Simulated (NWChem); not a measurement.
System: CH₂ClFO₂Si; SMILES O=CO[Si@@H](F)Cl

NWChem input:

```
start job
memory heap 200 mb stack 900 mb global 1100 mb
geometry units angstroms noautoz
  O      0.777230    -2.242997    -0.419122
  C     -0.070959    -2.074001     0.417886
  O     -0.738045    -0.910744     0.611829
  Si    -0.460729     0.427400    -0.374919
  F     -1.647713     1.419476     0.020060
  Cl     1.315854     1.314828     0.108477
  H     -0.416197    -2.835624     1.130394
  H     -0.533074     0.109649    -1.804250
end
basis spherical
  * library def2-svp
end
dft
  xc becke88 lyp
  iterations 150
  mulliken
end
task dft energy
```

Structure relaxed at the B3LYP/6-31G* (spherical d) level.

**Question.** Give the results of this calculation. (BLYP/def2-SVP.) Quantities: energy (Ha); highest occupied level (eV); orbital gap (eV); dipole (D).

**Answer.** 
| Item | Value |
|---|---|
| energy (Ha) | -1038.94 |
| highest occupied level (eV) | -6.91 |
| orbital gap (eV) | 5.28 |
| dipole (D) | 1.00 |
